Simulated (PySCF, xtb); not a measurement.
Se(Cl)4 cation (Cl4Se), SMILES Cl[Se](Cl)(Cl)Cl (connectivity only; charge and spin as stated), charge +1, multiplicity 2. Atoms are numbered in the order given.

```xyz
5

Se     0.0000     0.0000    -0.2051
Cl     1.6576     0.0000     1.1153
Cl     0.0000    -2.1342    -0.9102
Cl    -1.6576     0.0000     1.1153
Cl     0.0000     2.1342    -0.9102
```
Charge +1, spin multiplicity 2.

The structure is a stationary point at PBE0-D3(BJ)/def2-SVP. The multiplicity is an assumed one; other spin states were not compared. The isomer is the one that the SMILES or the coordinates give; other isomers of the formula were not compared.

Calculation: C-PCM-B3LYP/def2-SVP (PySCF).

The values are the electrostatic part of the solvation free energy, E(continuum) − E(gas) at the gas-phase geometry, in a cavity of scaled van der Waals radii (PySCF's table); cavitation and dispersion terms are not included.

```csv
solvent,ε,ΔG(elec) (kcal/mol)
water,78.36,-54.7
dichloromethane,8.93,…
ethylethanoate,5.99,-46.0
```

Question: What belongs in the gaps? (Estimate from the structure and the level; the computed values follow.)

Answer: 
- dichloromethane, ΔG(elec) (kcal/mol): -49.1

For comparison, GFN2-xTB/ALPB(water) (xtb, at the GFN2-xTB geometry, all terms of that model) gives -48.3 kcal/mol.
